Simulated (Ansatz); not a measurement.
Redistribution: CBrCl2F + C5H12 → C2H3Cl2F + C4H9Br

Species: CBrCl2F (bromodichlorofluoromethane) `FC(Cl)(Cl)Br`, singlet; C5H12 (neopentane) `CC(C)(C)C`, singlet; C2H3Cl2F (1,1-dichloro-1-fluoroethane) `CC(F)(Cl)Cl`, singlet; C4H9Br (2-bromo-2-methylpropane) `CC(C)(C)Br`, singlet. The partners trade Br for CH3; both sit on C, so the bond types are kept.

Shapes, held fixed at every level: PBE0-D4/def2-TZVP. Programs: Ansatz 0.2.0. Electronic energies: no zero-point or thermal term.

(1) Estimate ΔE of this reaction.

Answers

(1) The highest level, CCSD(T)/def2-TZVPP, gives ΔE = -71.4 kJ/mol; the levels span -92.3 to -61.3. The column of differences is taken from that level and isn't an error. No measured value is set beside it here. Relativity is left out for Br unless named. Correlated rows may include outer-core shells of Br, which these sets cover unevenly.

```csv
level,kind,ΔE (kJ/mol),less CCSD(T)/def2-TZVPP
HF/def2-SVP,Hartree–Fock,-92.3,-20.9
PBE-D4/def2-TZVPP,GGA,-61.3,+10.1
r2SCAN-D4/def2-TZVPP,meta-GGA,-69.6,+1.8
wB97M-V/def2-TZVPP,range-separated hybrid,-68.5,+2.9
wB97X-V/def2-TZVPP,range-separated hybrid,-69.4,+2.0
MP2/def2-TZVPP,perturbation theory,-70.6,+0.8
CCSD(T)/def2-SVP,coupled cluster or CI,-71.6,-0.2
CCSD(T)/def2-TZVPP,coupled cluster or CI,-71.4,0.0
```
